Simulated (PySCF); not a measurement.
**Do core-level shifts follow atomic charges?**

Compound: C6H15OP.
SMILES with atom numbers: `[CH3:1][CH2:2][CH2:3][PH:4][CH2:5][CH2:6][O:7][CH3:8]`

Structure used (PBE0-D3(BJ)/def2-SVP), in Å, numbered top down from 1:
```
atom  x, y, z in Å
C1     2.8991   -0.0959    1.2790
C2     2.6793    0.1981   -0.1978
C3     1.2418   -0.0171   -0.6680
P4     0.0207    1.1337    0.1437
C5    -1.4768    0.8396   -0.9384
C6    -1.9223   -0.6199   -0.9018
O7    -1.8246   -1.2185    0.3597
C8    -2.7202   -0.7249    1.3107
H9     2.6408   -1.1405    1.5161
H10    3.9488    0.0655    1.5672
H11    2.2713    0.5465    1.9161
H12    2.9872    1.2350   -0.4218
H13    3.3424   -0.4451   -0.8017
H14    0.9135   -1.0373   -0.4049
H15    1.1790    0.0748   -1.7652
H16    0.4478    2.3281   -0.5210
H17   -2.2711    1.5088   -0.5679
H18   -1.2817    1.1263   -1.9842
H19   -1.2769   -1.2183   -1.5628
H20   -2.9572   -0.7062   -1.2940
H21   -2.6267   -1.3502    2.2095
H22   -3.7672   -0.7794    0.9519
H23   -2.4986    0.3202    1.5970
```

Binding energies: delta-SCF UKS SCAN, pcX-2 on the ionised atom, pcseg-1 elsewhere, spin-free X2C in PySCF 2.14.0. Charges: PBE0/pcSseg-1 ground-state density, for the ionised atom.

```json
{"atom": "C3", "environment": "sp3 carbon bound to phosphorus", "C 1s (eV)": "290.13", "Mulliken (e)": "-0.484", "IAO (e)": "-0.426", "Hirshfeld (e)": "-0.111", "ESP (e)": "-0.110"}
{"atom": "C1", "environment": "methyl carbon", "C 1s (eV)": "290.29", "Mulliken (e)": "-0.292", "IAO (e)": "-0.411", "Hirshfeld (e)": "-0.118", "ESP (e)": "-0.019"}
{"atom": "C5", "environment": "sp3 carbon bound to phosphorus", "C 1s (eV)": "290.32", "Mulliken (e)": "-0.495", "IAO (e)": "-0.451", "Hirshfeld (e)": "-0.121", "ESP (e)": "-0.144"}
{"atom": "C2", "environment": "chain CH2 carbon", "C 1s (eV)": "290.48", "Mulliken (e)": "-0.253", "IAO (e)": "-0.239", "Hirshfeld (e)": "-0.065", "ESP (e)": "+0.078"}
{"atom": "C8", "environment": "methoxy carbon", "C 1s (eV)": "291.98", "Mulliken (e)": "-0.039", "IAO (e)": "-0.195", "Hirshfeld (e)": "-0.043", "ESP (e)": "-0.179"}
{"atom": "C6", "environment": "sp3 carbon bound to oxygen", "C 1s (eV)": "292.01", "Mulliken (e)": "+0.045", "IAO (e)": "-0.043", "Hirshfeld (e)": "+0.002", "ESP (e)": "-0.080"}
```

Question: Give the correlation coefficient and slope of binding energy on charge for each scheme.

Answer: Mulliken: r = 0.92, slope 3.6 eV per e; Hirshfeld: r = 0.90, slope 15.9 eV per e; IAO: r = 0.88, slope 4.8 eV per e; ESP: r = -0.37, slope -3.4 eV per e. On 6 points no scheme stands out.

Question: The point-charge model writes a binding energy as kq + V + constant, with V the potential of the other atoms' charges at the site. What does it give with the ESP charges?

Answer: V = Σ 14.40 eV Å × q/r over all other atoms: +1.13 eV at C3, +0.20 eV at C1, +1.19 eV at C5, -1.15 eV at C2, +1.69 eV at C8, -0.14 eV at C6. Fitting binding energy − V to q gives k = 7.2 eV per e and leaves an rms residual of 1.00 eV, against 0.75 eV for the fit on q alone. The model has no term for differences in relaxation between sites.

Geometry: PBE0-D3(BJ)/def2-SVP, one conformer, isolated molecule.
